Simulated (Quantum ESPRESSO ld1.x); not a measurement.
Species: Dy23+. Configuration: [Kr] 4d6.5 4f0.5 (fractional occupations, a model configuration). All-electron calculation, scalar-relativistic Kohn-Sham, LDA (Slater exchange, Perdew-Wang correlation), spin-polarised, spherical densities, point nucleus; open shells are filled with parallel spins first. Program: ld1.x of Quantum ESPRESSO 7.5.

X-ray form factor f0, the Fourier transform of the density (f0(0) = 43):

sin(theta)/lambda (1/angstrom),f0 (electrons)
0.05,42.894
0.1,42.580
0.15,42.065
0.2,41.362
0.25,40.489
0.3,39.465
0.4,37.062
0.5,34.356
0.6,31.544
0.8,26.245
1,21.987
1.25,18.273
1.5,15.780
2,12.116
